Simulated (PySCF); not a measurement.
C2H8BNO (SMILES COB(C)N), singlet, at a GFN2-xTB geometry; PySCF with PBE/6-31G, polarisability.

The PySCF input:
```python
from pyscf import gto, scf, dft
from pyscf.prop import polarizability

mol = gto.Mole()
mol.atom = '''
    B    -0.277451    0.140774    0.345590
    C    -1.701410    0.009457    1.048737
    H    -2.306710   -0.756838    0.575805
    H    -2.252969    0.945363    0.997484
    H    -1.603528   -0.244519    2.101467
    O    -0.051275   -0.634691   -0.748977
    C     1.150917   -0.622488   -1.471712
    H     1.995908   -0.924109   -0.843366
    H     1.048845   -1.333910   -2.293022
    H     1.356663    0.370612   -1.885504
    N     0.679658    1.031844    0.859357
    H     1.594482    1.168802    0.467129
    H     0.510112    1.603537    1.666222
'''
mol.basis = '6-31g'
mol.charge = 0
mol.spin = 0
mol.verbose = 4
mol.build()

mf = dft.RKS(mol)
mf.xc = 'pbe'
mf.kernel()
alpha = mf.Polarizability().polarizability()[2, 2]
print('alpha_zz =', alpha)
```

### Question
What does PySCF print? Leave out banner, timings and long lists.

### Answer

```
site-packages/pyscf/prop/efg/rhf.py:45: UserWarning: Module EFG is under testing
  warnings.warn('Module EFG is under testing')
site-packages/pyscf/prop/efg/dhf.py:30: UserWarning: Module EFG is under testing
  warnings.warn('Module EFG is under testing')
site-packages/pyscf/prop/zfs/uhf.py:40: UserWarning: Module ZFS is under testing
  warnings.warn('Module ZFS is under testing')
site-packages/pyscf/prop/gtensor/uhf.py:43: UserWarning: Module g-tensor is under testing
  warnings.warn('Module g-tensor is under testing')
site-packages/pyscf/prop/gtensor/uks.py:41: UserWarning: Module g-tensor is under testing
  warnings.warn('Module g-tensor is under testing')
site-packages/pyscf/prop/hfc/uks.py:35: UserWarning: Module HFC is under testing
  warnings.warn('Module HFC is under testing')
site-packages/pyscf/prop/magnetizability/rhf.py:39: UserWarning: Module magnetizability is under testing
  warnings.warn('Module magnetizability is under testing')
site-packages/pyscf/prop/magnetizability/uhf.py:37: UserWarning: Module magnetizability is under testing
  warnings.warn('Module magnetizability is under testing')
site-packages/pyscf/prop/magnetizability/rks.py:37: UserWarning: Module magnetizability is under testing
  warnings.warn('Module magnetizability is under testing')
site-packages/pyscf/prop/magnetizability/uks.py:39: UserWarning: Module magnetizability is under testing
  warnings.warn('Module magnetizability is under testing')
site-packages/pyscf/prop/polarizability/uhf.py:34: UserWarning: Module polarizability is under testing
  warnings.warn('Module polarizability is under testing')
site-packages/pyscf/prop/polarizability/rks.py:29: UserWarning: Module polarizability is under testing
  warnings.warn('Module polarizability is under testing')
site-packages/pyscf/prop/polarizability/uks.py:29: UserWarning: Module polarizability is under testing
  warnings.warn('Module polarizability is under testing')
PySCF version 2.14.0

[INPUT] verbose = 4
[INPUT] num. atoms = 13
[INPUT] num. electrons = 40
[INPUT] charge = 0
[INPUT] spin (= nelec alpha-beta = 2S) = 0
[INPUT] symmetry False subgroup None
[INPUT] Mole.unit = angstrom
[INPUT] Symbol           X                Y                Z      unit          X                Y                Z       unit  Magmom
[INPUT]  1 B     -0.277451000000   0.140774000000   0.345590000000 AA   -0.524306402987   0.266024305460   0.653070451388 Bohr   0.0
[INPUT]  2 C     -1.701410000000   0.009457000000   1.048737000000 AA   -3.215198925596   0.017871139960   1.981825706698 Bohr   0.0
[INPUT]  3 H     -2.306710000000  -0.756838000000   0.575805000000 AA   -4.359050148795  -1.430216540664   1.088113751155 Bohr   0.0
[INPUT]  4 H     -2.252969000000   0.945363000000   0.997484000000 AA   -4.257494377135   1.786477158297   1.884971573636 Bohr   0.0
[INPUT]  5 H     -1.603528000000  -0.244519000000   2.101467000000 AA   -3.030228753072  -0.462073942253   3.971197089811 Bohr   0.0
[INPUT]  6 O     -0.051275000000  -0.634691000000  -0.748977000000 AA   -0.096895707037  -1.199392163726  -1.415361403598 Bohr   0.0
[INPUT]  7 C      1.150917000000  -0.622488000000  -1.471712000000 AA    2.174917922106  -1.176331835828  -2.781132614236 Bohr   0.0
[INPUT]  8 H      1.995908000000  -0.924109000000  -0.843366000000 AA    3.771719489828  -1.746312919246  -1.593730762770 Bohr   0.0
[INPUT]  9 H      1.048845000000  -1.333910000000  -2.293022000000 AA    1.982029797119  -2.520724574819  -4.333183577602 Bohr   0.0
[INPUT] 10 H      1.356663000000   0.370612000000  -1.885504000000 AA    2.563721513331   0.700355178477  -3.563086166772 Bohr   0.0
[INPUT] 11 N      0.679658000000   1.031844000000   0.859357000000 AA    1.284367478370   1.949902563276   1.623949373228 Bohr   0.0
[INPUT] 12 H      1.594482000000   1.168802000000   0.467129000000 AA    3.013134290549   2.208715673844   0.882745874842 Bohr   0.0
[INPUT] 13 H      0.510112000000   1.603537000000   1.666222000000 AA    0.963971972854   3.030245760607   3.148703242725 Bohr   0.0

nuclear repulsion = 174.054257957072
number of shells = 41
number of NR pGTOs = 142
number of NR cGTOs = 61
basis = 6-31g
ecp = {}

******** <class 'pyscf.dft.rks.RKS'> ********
method = RKS
initial guess = minao
damping factor = 0
level_shift factor = 0
DIIS = <class 'pyscf.scf.diis.CDIIS'>
diis_start_cycle = 1
diis_space = 8
diis_damp = 0
SCF conv_tol = 1e-09
SCF conv_tol_grad = None
SCF max_cycles = 50
direct_scf = True
direct_scf_tol = 1e-13
XC library pyscf.dft.libxc version 7.1.2
    S. Lehtola, C. Steigemann, M. J. T. Oliveira, and M. A. L. Marques,  SoftwareX 7, 1–5 (2018)
XC functionals = pbe
    J. P. Perdew, K. Burke, and M. Ernzerhof,  Phys. Rev. Lett. 77, 3865 (1996)
    J. P. Perdew, K. Burke, and M. Ernzerhof,  Phys. Rev. Lett. 78, 1396 (1997)
    J. P. Perdew, K. Burke, and M. Ernzerhof,  Phys. Rev. Lett. 77, 3865 (1996)
    J. P. Perdew, K. Burke, and M. Ernzerhof,  Phys. Rev. Lett. 78, 1396 (1997)
radial grids:
    Treutler-Ahlrichs [JCP 102, 346 (1995); DOI:10.1063/1.469408] (M4) radial grids

becke partition: Becke, JCP 88, 2547 (1988); DOI:10.1063/1.454033
pruning grids: <function nwchem_prune>
grids dens level: 3
symmetrized grids: False
atomic radii adjust function: <function treutler_atomic_radii_adjust>
small_rho_cutoff = 0
Set gradient conv threshold to 3.16228e-05
Initial guess from minao.
tot grids = 148736
init E= -235.863269802343
  HOMO = -0.32291634475686  LUMO = -0.0452642849236877  gap/eV = 7.55530
cycle= 1 E= -235.41410858275  delta_E= 0.449  |g|= 0.828  |ddm|= 3.21
  HOMO = -0.0605546548620487  LUMO = 0.0783833157858944  gap/eV = 3.78069
cycle= 2 E= -235.050592534683  delta_E= 0.364  |g|= 1.54  |ddm|= 2.62
  HOMO = -0.200137326167658  LUMO = 0.0588826679336967  gap/eV = 7.04829
cycle= 3 E= -235.556347011673  delta_E= -0.506  |g|= 0.264  |ddm|= 1.94
  HOMO = -0.214059903985421  LUMO = 0.0498226877516939  gap/eV = 7.18061
cycle= 4 E= -235.571018377702  delta_E= -0.0147  |g|= 0.0516  |ddm|= 0.252
  HOMO = -0.208425144008772  LUMO = 0.049349931234516  gap/eV = 7.01442
cycle= 5 E= -235.571392578222  delta_E= -0.000374  |g|= 0.0296  |ddm|= 0.0576
  HOMO = -0.209850266768335  LUMO = 0.0505990428657315  gap/eV = 7.08719
cycle= 6 E= -235.571610760396  delta_E= -0.000218  |g|= 0.00461  |ddm|= 0.0283
  HOMO = -0.209632267739918  LUMO = 0.0508915683354805  gap/eV = 7.08921
cycle= 7 E= -235.571615712635  delta_E= -4.95e-06  |g|= 0.00125  |ddm|= 0.0049
  HOMO = -0.209784459625913  LUMO = 0.0507196028836316  gap/eV = 7.08868
cycle= 8 E= -235.571616182335  delta_E= -4.7e-07  |g|= 0.000161  |ddm|= 0.00187
  HOMO = -0.209786674386087  LUMO = 0.050712757733296  gap/eV = 7.08855
cycle= 9 E= -235.57161618733  delta_E= -5e-09  |g|= 7.18e-05  |ddm|= 0.000195
  HOMO = -0.209788264240697  LUMO = 0.0507143401257566  gap/eV = 7.08864
cycle= 10 E= -235.571616188712  delta_E= -1.38e-09  |g|= 9.01e-06  |ddm|= 7.81e-05
  HOMO = -0.209789331361713  LUMO = 0.0507137144001164  gap/eV = 7.08865
cycle= 11 E= -235.571616188735  delta_E= -2.3e-11  |g|= 2.65e-06  |ddm|= 1.64e-05
  HOMO = -0.209788847653202  LUMO = 0.050713966279077  gap/eV = 7.08864
Extra cycle  E= -235.571616188734  delta_E= 9.09e-13  |g|= 4.05e-06  |ddm|= 8.11e-06
converged SCF energy = -235.571616188734
Isotropic polarizability 42.0440642657
Polarizability anisotropy 6.28645655764
alpha_zz = 43.703984161790245
```
